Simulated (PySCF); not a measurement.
Ni (nickel, neutral) across methods

[Ar] 3d7 4s2 4p1, one real determinant (an excited configuration). Calculation: PySCF 2.14, in x2c-TZVPPall with one added diffuse shell each of s, p, d, f type (7s6p5d3f1g, 80 functions); the spin-free X2C one-electron Hamiltonian (Gaussian nucleus).

```json
{"method": "r2SCAN", "E (hartree)": "-1520.221", "mean ε 4s α (eV)": "-8.680", "mean ε 4s β (eV)": "-7.423", "mean ε 4p α (eV)": "-3.265", "Σ⟨r²⟩ (bohr²)": "42.83", "⟨S²⟩": "6.008"}
{"method": "PBE0", "E (hartree)": "-1520.015", "mean ε 4s α (eV)": "-9.450", "mean ε 4s β (eV)": "-8.058", "mean ε 4p α (eV)": "-3.836", "Σ⟨r²⟩ (bohr²)": "43.09", "⟨S²⟩": "6.005"}
{"method": "revPBE", "E (hartree)": "-1520.147", "mean ε 4s α (eV)": "-8.376", "mean ε 4s β (eV)": "-7.198", "mean ε 4p α (eV)": "-3.022", "Σ⟨r²⟩ (bohr²)": "43.27", "⟨S²⟩": "6.005"}
{"method": "PW91", "E (hartree)": "-1520.375", "mean ε 4s α (eV)": "-8.509", "mean ε 4s β (eV)": "-7.342", "mean ε 4p α (eV)": "-3.063", "Σ⟨r²⟩ (bohr²)": "43.13", "⟨S²⟩": "6.004"}
{"method": "TPSS", "E (hartree)": "-1520.272", "mean ε 4s α (eV)": "-8.525", "mean ε 4s β (eV)": "-7.180", "mean ε 4p α (eV)": "-3.112", "Σ⟨r²⟩ (bohr²)": "42.85", "⟨S²⟩": "6.005"}
{"method": "PBE", "E (hartree)": "-1519.993", "mean ε 4s α (eV)": "-8.437", "mean ε 4s β (eV)": "-7.288", "mean ε 4p α (eV)": "-3.027", "Σ⟨r²⟩ (bohr²)": "43.24", "⟨S²⟩": "6.004"}
{"method": "UHF", "E (hartree)": "-1518.86695", "mean ε 4s α (eV)": "-11.701", "mean ε 4s β (eV)": "-9.535", "mean ε 4p α (eV)": "-5.596", "Σ⟨r²⟩ (bohr²)": "44.38", "⟨S²⟩": "6.008"}
{"method": "LDA", "E (hartree)": "-1517.444", "mean ε 4s α (eV)": "-8.638", "mean ε 4s β (eV)": "-7.550", "mean ε 4p α (eV)": "-3.032", "Σ⟨r²⟩ (bohr²)": "43.00", "⟨S²⟩": "6.003"}
{"method": "wB97X-V", "E (hartree)": "-1520.089", "mean ε 4s α (eV)": "-11.719", "mean ε 4s β (eV)": "-10.305", "mean ε 4p α (eV)": "-5.673", "Σ⟨r²⟩ (bohr²)": "43.00", "⟨S²⟩": "6.005"}
```

⟨L²⟩ = 13.97 against 20 for a pure G term, so this real determinant mixes terms.
